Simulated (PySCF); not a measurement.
## Basis set benchmark on one molecule

Molecule: `Cc1ccpcc1C`, C7H9P.

Mapped SMILES: `[CH3:1][c:2]1[cH:3][cH:4][p:5][cH:6][c:7]1[CH3:8]`; H(Xn) means a hydrogen on atom n.

Geometry PBE0-D3(BJ)/def2-SVP throughout; GIAO in PySCF, gas phase, one conformer, non-relativistic; equivalent atoms averaged; functional PBE0.

Reference values (measured; solution, CHCl3; S. K. Latypov et al., Phys. Chem. Chem. Phys. 2015 (author manuscript)): δ(P5) = 187.9 ppm vs 85 % H3PO4. Computed shifts are taken against H3PO4, calculated as an isolated molecule at each level.

Q: How do the basis sets STO-3G, 6-31G, 6-31G*, 6-311+G(2d,p) perform against the reference? Times are CPU seconds on 1 thread of an Intel Xeon Platinum 8375C, shared host.

A: 
```csv
basis set,functions,P5,abs. error P,core-s
STO-3G,53,308.8,120.9,10
6-31G,94,159.3,28.6,24
6-31G*,134,187.6,0.3,30
"6-311+G(2d,p)",278,201.2,13.3,85
```

For $^{31}$P the closest is 6-31G* (0.3 ppm) and the furthest STO-3G (120.9 ppm). Where a smaller basis beats a larger one, errors probably cancel. One molecule is a small sample, and vibrational and solvent effects are absent from the calculation.

A small basis that lands close on one nucleus may do so by chance; judge by the trend and by all nuclei.
